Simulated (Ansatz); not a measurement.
System: KI, charge 0, singlet. KI (SMILES [K][I]).
B3LYP-D3(BJ)/def2-TZVP minimum from Ansatz (a program for electronic structure):
```
K
I 1 3.0921
```
Charge 0, spin multiplicity 1.

Total energies in def2-QZVPP, 8 correlated electrons, 18 frozen orbitals. Radicals and triplets start from unrestricted determinants; spin-orbit coupling is neglected. Correlated methods leave the cores frozen (noble-gas shells, and filled d and f shells in the p block). Past Kr the def2 sets carry scalar-relativistic core potentials. Spin-orbit terms, left out, reach several kcal/mol for Br and I, and more for heavier atoms.

```json
[
 {"method": "HF", "program": "Ansatz", "energy (Eh)": "-895.92153", "minus CCSDT(Q) (mEh)": "188.99"},
 {"method": "MP2", "program": "Ansatz", "energy (Eh)": "-896.08716", "minus CCSDT(Q) (mEh)": "23.36"},
 {"method": "CCSD", "program": "Ansatz", "energy (Eh)": "-896.10176", "minus CCSDT(Q) (mEh)": "8.76"},
 {"method": "CCSD(T)", "program": "Ansatz", "energy (Eh)": "-896.10971", "minus CCSDT(Q) (mEh)": "0.81"},
 {"method": "CCSDT(Q)", "program": "Ansatz", "energy (Eh)": "-896.11052", "minus CCSDT(Q) (mEh)": "0.00"}
]
```

Rough core times of Ansatz's runs on a shared machine: CCSD(T) under 20 s, CCSDT(Q) 2 min.
